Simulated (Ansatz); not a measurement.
Basis sets compared for the cluster InO3H3 (the lowest singlet isomer of a short search). Charge 0, multiplicity 1. Geometry PBE0-D4/def2-SVP. Ansatz on 4 threads of Arm Neoverse V2 on a shared host; times are rough, and most runs start from earlier orbitals.

```xyz
7

In    0.159   -0.162   -0.076
O     1.732    0.405    1.001
O    -1.636    0.714   -0.012
O     0.358   -1.699   -1.313
H    -0.472   -1.870   -1.773
H     1.529    1.158    1.568
H    -1.670    1.455    0.604
```

In the def2 sets In takes a core potential; there is no spin–orbit coupling. The structure comes from a short search, and lower isomers may exist.

Binding counts from free atoms (In doublet, O triplet, H doublet) in the same basis, without a counterpoise term.

| level | functions | energy (Eh) | HOMO (eV) | LUMO (eV) | binding per atom (eV) | wall time |
| --- | --- | --- | --- | --- | --- | --- |
| PBE-D4/def2-SVP | 83 | -417.2225 | -6.50 | -2.65 | 3.38 | 0.6 s |
| PBE-D4/def2-TZVP | 161 | -417.5324 | -6.94 | -2.95 | 3.45 | 1.2 s |
| r2SCAN-D4/def2-TZVP | 161 | -417.7229 | -7.31 | -2.70 | 3.37 | 2.3 s |
| PBE0-D4/def2-SVP | 83 | -417.2128 | -8.28 | -1.77 | 3.22 | 0.85 s |
| PBE0-D4/def2-TZVP | 161 | -417.5189 | -8.64 | -2.05 | 3.29 | 1.6 s |

**Question.** Estimate the rows for PBE-D4/def2-TZVPD, r2SCAN-D4/def2-TZVPD, PBE0-D4/def2-TZVPD.

**Answer.** 
| level | functions | energy (Eh) | HOMO (eV) | LUMO (eV) | binding per atom (eV) | wall time |
| --- | --- | --- | --- | --- | --- | --- |
| PBE-D4/def2-TZVPD | 203 | -417.5385 | -7.07 | -3.11 | 3.46 | 2 s |
| r2SCAN-D4/def2-TZVPD | 203 | -417.7277 | -7.40 | -2.82 | 3.38 | 3.3 s |
| PBE0-D4/def2-TZVPD | 203 | -417.5240 | -8.74 | -2.22 | 3.30 | 2.4 s |
